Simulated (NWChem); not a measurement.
System: C$_{2}$HBrClF; SMILES F/C=C(\Cl)Br

```xyz
6

F     -1.2110    -2.4281     0.0000
C     -1.2039    -1.1087     0.0000
C     -0.0667    -0.4060     0.0000
Cl     1.4683    -1.1619     0.0000
Br    -0.1147     1.4683     0.0000
H     -2.1920    -0.6430     0.0000
```
Atoms are numbered in this order, from 1.

All runs: NWChem. Pople sets run with spherical d functions. Structure relaxed at the PBE0/def2-SVP level. GIAO values for the isolated, static molecule; σ is the absolute isotropic shielding, δ = σ(reference) − σ with the isolated reference molecule computed at the same levels (13C: tetramethylsilane, 19F: trichlorofluoromethane, 1H: tetramethylsilane). Spin-orbit effects, on the heavy nuclei and on their neighbours, are missing.

For level B3LYP/6-311G**:

```
Property      Value
-----------  ------
δ F1 (ppm)   -111.0
δ C2 (ppm)    154.7
δ C3 (ppm)    130.1
σ Cl4 (ppm)   677.4
σ Br5 (ppm)  1924.1
```

**Question.** What are these values for level B3LYP/6-31G*?

**Answer.** The δ F1 (ppm) comes out as -89.7, the δ C2 (ppm) is 142.1 and the δ C3 (ppm) is 118.4. The σ Cl4 (ppm) is 694.2 and the σ Br5 (ppm) is 2072.5.
